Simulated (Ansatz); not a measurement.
```yaml
crystal:
  periodic: [false, false, false]
  atoms:
    - {symbol: Sn, position_ang: [1.018483, -0.497073, -1.629584]}
    - {symbol: Sn, position_ang: [-1.659965, -1.083281, -0.106174]}
    - {symbol: Sn, position_ang: [0.352204, 0.867364, 0.953177]}
    - {symbol: H, position_ang: [-1.771434, 0.758465, 0.349035]}
    - {symbol: H, position_ang: [1.918446, -0.401452, 0.040998]}
    - {symbol: H, position_ang: [-0.717350, -0.978104, 1.540080]}
    - {symbol: H, position_ang: [0.859616, 1.334081, -1.147521]}
basis:
  gaussian: {orbitals: def2-TZVP, final_grid: {core_spheres: 5, valence_spheres: 4, degree: 11}}
hamiltonian: {xc: {name: RPBE}, dispersion: d3bj}
scf: {omitted_lower_state_checks: [starts]}
```

```sh
$ ansatz run in.yaml --threads 4 --pin off --events-out ev --progress --plain --max-ram 3916MiB
```

Shortened log:

```
Functional definition: RPBE
1340 factors; their error is unknown
mean field evaluation 1: about -17562.5604 eV, gradient 2.8e1 eV
mean field evaluation 2: about -17558.6091 eV, gradient 5.0e1 eV
mean field evaluation 4: about -17565.1337 eV, gradient 6.1e0 eV
mean field evaluation 8: about -17565.2466 eV, gradient 4.6e-1 eV
mean field evaluation 16: about -17565.2471 eV, gradient 7.1e-5 eV
mean field -17565.24705277 eV, -645.5109230371 hartree, gradient 2.2e-5 eV, S^2 0.000000; 0 other end points of the search recorded, 0 dependent functions left out
reference -17565.24710797 eV, -645.5109250656 hartree; 35, 35 occupied and 139, 139 virtual orbitals, 1340 factors
Total energy: -17567.58056999 eV, -645.5966782135 hartree
Checks for a lower state left out: starts
```

It took 1 s on 4 threads of Arm Neoverse V2 on a shared host.

In the def2 sets Sn takes a core potential; there is no spin–orbit coupling.
